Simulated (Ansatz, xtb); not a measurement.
**Two conformers of C2H5ClSi**

Structure I is `C=C[SiH2]Cl`, a singlet and structure II is `C=C[SiH2]Cl`, a singlet. Both are isolated molecules in the gas phase, relaxed with B3LYP-D3(BJ)/6-311G**.

I (Å):

```yaml
atoms:
  - { symbol: C, position_ang: [0.2296, 1.9883, -1.5919] }
  - { symbol: C, position_ang: [0.9182, 1.0573, -2.2529] }
  - { symbol: Cl, position_ang: [-0.4778, -0.2766, 0.5965] }
  - { symbol: Si, position_ang: [-0.6862, 1.7118, 0.0017] }
  - { symbol: H, position_ang: [0.1900, 2.9968, -2.0041] }
  - { symbol: H, position_ang: [0.9940, 0.0361, -1.8931] }
  - { symbol: H, position_ang: [1.4342, 1.2799, -3.1820] }
  - { symbol: H, position_ang: [-2.1353, 1.9724, -0.1511] }
  - { symbol: H, position_ang: [-0.1456, 2.5527, 1.0933] }
```

II (Å):

```yaml
atoms:
  - { symbol: C, position_ang: [-0.2094, 1.2543, -1.4778] }
  - { symbol: C, position_ang: [-0.8408, 0.3666, -0.7061] }
  - { symbol: Cl, position_ang: [-0.2302, -2.7502, -0.0846] }
  - { symbol: Si, position_ang: [-1.2196, -1.3544, -1.2851] }
  - { symbol: H, position_ang: [-0.0006, 2.2660, -1.1423] }
  - { symbol: H, position_ang: [0.1282, 1.0067, -2.4803] }
  - { symbol: H, position_ang: [-1.1507, 0.6662, 0.2931] }
  - { symbol: H, position_ang: [-2.6594, -1.6760, -1.1762] }
  - { symbol: H, position_ang: [-0.7359, -1.5308, -2.6722] }
```

Energies in hartree; the thermal terms are from B3LYP-D3(BJ)/6-311G** harmonic frequencies (ideal gas, rigid rotor, one conformer each, 298.15 K, 1 atm) and include the zero-point energy:

```
                              I           II
E, CCSD(T)/def2-SVP  −827.379928  −827.379292
    E, MP2/def2-SVP  −827.311257  −827.310764
  E, MP2/def2-TZVPP  −827.801585  −827.801691
  zero-point energy     0.061173     0.061207
       H(298 K) − E     0.067741     0.067829
       G(298 K) − E     0.031647     0.031509
```

Task: Correct the CCSD(T) difference for the basis set by the MP2 change, then work out ΔE, ΔE₀, ΔH and ΔG for I → II in kcal/mol (1 Eh = 627.51 kcal/mol) and the equilibrium ratio [II]/[I].

Result: 1. Differences II − I: CCSD(T) +0.000636, MP2 in the small set +0.000493, MP2 in the large set −0.000106 Eh.
2. ΔE = +0.000636 + (−0.000106 − (+0.000493)) = +0.000037 Eh = +0.02 kcal/mol.
3. ΔE₀ = ΔE + ΔZPE = +0.000037 + (+0.000034) Eh = +0.04 kcal/mol.
4. ΔH = ΔE + (+0.000088) Eh = +0.08 kcal/mol.
5. ΔG = ΔE + (−0.000138) Eh = −0.06 kcal/mol, so ΔS = (ΔH − ΔG)/T = +2.0 J/(mol K).
6. kT = 0.9442 mEh, so K = [II]/[I] = exp(−ΔG/kT) = exp(+0.11) ≈ 1.1.

The two are too close for this level to say which is favoured. An error of 1 kcal/mol in ΔG would change K by a factor of 5.4. Mirror images and further conformers aren't counted.

Other levels gave ΔE = −0.1 (B3LYP-D3(BJ)/6-311G**); +0.1 (HF/def2-SVP); +0.3 (MP2/def2-SVP); +0.4 (CCSD(T)/def2-SVP) kcal/mol. The correlated steps freeze 12 core orbitals. Programs: Ansatz 0.2.0.
